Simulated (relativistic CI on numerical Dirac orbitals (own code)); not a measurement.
Hyperfine structure of Sb LI, mass number 123

Method of calculation: Dirac equation for one electron, model QED (radiative potential, 1s self-energy scaled to tabulated hydrogen-like ionisation energies) (own radial code, finite nucleus).

CI space: 1s, 2s, 2p, 3s, 3p, 3d, 4s, 4p, 4d, 4f, 5s, 5p, 5d, 5f, 5g, 6s, 6p, 6d. Levels of other configurations are missing.

Nuclear spin I = 7/2, μ = 2.5457 μN, Q = -0.692 b (tables of Stone and Pyykkö). The electronic factors are computed for point nuclear moments, without core polarisation or the Bohr-Weisskopf and QED corrections.

```tsv
Level	E (Ry)	A (GHz)	B (GHz)
1s 2S_1/2	0.00	30280	
2p 2P°_1/2	2014.43	1374	
2s 2S_1/2	2014.87	4156	
2p 2P°_3/2	2039.14	213.1	-388
3p 2P°_1/2	2395.34	412.9	
3s 2S_1/2	2395.47	1234	
3d 2D_3/2	2402.66	38.48	-23.9
3p 2P°_3/2	2402.68	64.41	-119
```

Levels with J = 0, under 50 % of one LS term, or S terms without an open s electron are left out. Small factors come from cancelling terms and can be off by tens of per cent or more.

(1) Give the hyperfine levels of 1s 2S_1/2 relative to its centre of gravity.

Results:

(1) With K = F(F + 1) − I(I + 1) − J(J + 1), E = AK/2: F = 3: -68130, F = 4: 52990 GHz.
